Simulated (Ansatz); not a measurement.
`O=CB(F)[SiH3]` and `OB(F)[SiH3]` differ in one atom or group.

Ansatz, PBE0-D4/def2-TZVP geometries, multiplicity 1. Each molecule was computed in one conformer, which needn't be the lowest.

```csv
property,`O=CB(F)[SiH3]`
HOMO–LUMO gap (PBE/def2-TZVPP) / eV,1.74
HOMO–LUMO gap (B3LYP/def2-TZVPP) / eV,3.88
HOMO energy (B3LYP/def2-TZVPP) / eV,-7.20
HOMO energy (PBE/def2-TZVPP) / eV,-5.87
HOMO energy (ωB97M-V/def2-TZVPP) / eV,-9.70
size of the dipole moment (B3LYP/def2-TZVPP) / D,1.41
```

(1) What does the change do to each property? (Best estimate.)

Results:

(1) Computed: 
```tsv
property	`OB(F)[SiH3]`	shift
HOMO–LUMO gap (PBE/def2-TZVPP) / eV	5.60	3.86
HOMO–LUMO gap (B3LYP/def2-TZVPP) / eV	7.48	3.60
HOMO energy (B3LYP/def2-TZVPP) / eV	-8.39	-1.19
HOMO energy (PBE/def2-TZVPP) / eV	-7.23	-1.36
HOMO energy (ωB97M-V/def2-TZVPP) / eV	-10.78	-1.08
size of the dipole moment (B3LYP/def2-TZVPP) / D	2.11	0.70
```

With PBE0 the HOMO falls by 1.19 eV and the LUMO rises by 2.38 eV, so the gap widens by about 3.57 eV. PBE moves the HOMO by -1.36 eV and ωB97M-V by -1.08 eV. The zero-point energy changes by -7.7 kJ/mol with -3 modes. Dipoles are sizes alone; their direction can turn.

B3LYP here is the variant with VWN-RPA as its local correlation; programs differ in this.
